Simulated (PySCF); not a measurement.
CH₃FSZn, SMILES C[S][Zn][F].

Coordinates come from a B3LYP-D3(BJ)/def2-SVP optimisation. The structure was generated by enumeration; whether it is a known compound was not checked. Other conformers were not sampled.

Method: PBE/def2-TZVP (PySCF).

Isolated molecule, no solvent.

* **total energy**: -2316.88813 hartree
* **point group**: Cs
* **highest occupied level**: -5.95 eV
* **lowest empty level**: -2.22 eV
* **orbital gap**: 3.73 eV
* **dipole moment**: 2.47 D
* **quadrupole, principal values (traceless, Buckingham form, about the centre of nuclear charge)**: -11.07, 2.50, 8.57 D·Å
* **mean static polarisability**: 56.2 bohr³ (8.33 Å³)
* **polarisability, principal values**: 43.0, 50.5, 75.2 bohr³
